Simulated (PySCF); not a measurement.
## Correlation energy of V⁺ (vanadium, charge +1)

[Ar] 3d3 4p1, one real determinant (an excited configuration). Computed with PySCF 2.14 in x2c-TZVPPall (6s5p4d2f1g, 64 functions), with scalar relativity by spin-free X2C-1e. Frozen: [Ar]; 4 electrons correlated.

MP2 pair energies summed by pair of shells (mhartree):

| pair | energy | share (%) |
| --- | --- | --- |
| 3d-3d | -17.95 | 73.5 |
| 3d-4p | -6.46 | 26.5 |

Total MP2 correlation energy: -24.41 mhartree.

Same-spin part -24.41 and opposite-spin part 0.00 mhartree; SCS-MP2 scales them by 1/3 and 6/5 to -8.14 mhartree.

The basis was made for the ground configuration and has no added diffuse functions, which can raise the energy of the promoted electron.

The reference is one real determinant that mixes LS terms of this configuration.
